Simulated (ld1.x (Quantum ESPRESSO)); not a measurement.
# selenium, TM: configuration errors across variants

ld1.x (Quantum ESPRESSO) 7.5 input, shortened:

```
&input
   title='Se', zed=34., rel=1, dft='PBESOL', iswitch=3,
   config='[Ar] 3d10 4s2 4p4 4d-2'
 /
 &inputp
   pseudotype=2, tm=.true., lloc=1,
   nlcc=.true., rcore=1.40
 /
3
4S  1  0   2.00   0.00  1.40  1.40  0.0
4D  3  2  -2.00   0.05  1.35  1.35  0.0
4P  2  1   4.00   0.00  1.35  1.35  0.0
 &test
   configts(1)='4s2 4p4'
 /
```

All-electron excitation energies from the reference (eV): (1) 4s2 4p3 10.850; (2) 4s2 4p2 31.217; (3) 4s2 4p1 62.118; (4) 4s2 4p0 104.328; (5) 4s2 4p3.5 4.310; (6) 4s1 4p5 10.888; (7) 4s0 4p6 21.980.

2 further variants failed, have other tests or too few solved ones, and are left out.

A true bound ghost makes a file unfit for plane-wave use even where its test errors are small: the radial tests pick states by their node count and pass the ghost by.

Errors AE − PS in meV (a dash: test not solved or not reliable):

| change | (1) | (2) | (3) | (4) | (5) | (6) | (7) | bound ghosts |
| --- | --- | --- | --- | --- | --- | --- | --- | --- |
| base | -1.9 | -15 | -71 | -237 | -0.5 | -3.4 | -9.6 | s, d |
| wave 4d channel at 0.05 Ry: rc 1.35 bohr becomes 4d channel at 0.94 Ry: rc 1.35 bohr | -1.9 | -15 | -71 | -237 | -0.5 | -3.4 | -9.6 | s, d |
| all radii but the core radius scaled by about 0.92 (s 1.30, p 1.24, d 1.24 bohr) | -0.7 | -10 | -62 | -239 | -0.3 | -1.6 | -2.0 | s, d |
| wave 4d channel at 0.05 Ry: rc 1.35 bohr becomes 4d channel at 0.05 Ry: rc 1.96 bohr | -1.9 | -15 | -71 | -237 | -0.5 | -3.4 | -9.6 | s |
| core correction a·sin(br)/r model core inside 1.30 bohr | -1.4 | -12 | -60 | -210 | -0.5 | -4.3 | -13 | s, d |

Problem. Give the same row for: local potential the s channel.

Solution. -4.5, -25, -84, -209, -1.1, -5.3, -20; bound ghosts: p, d.
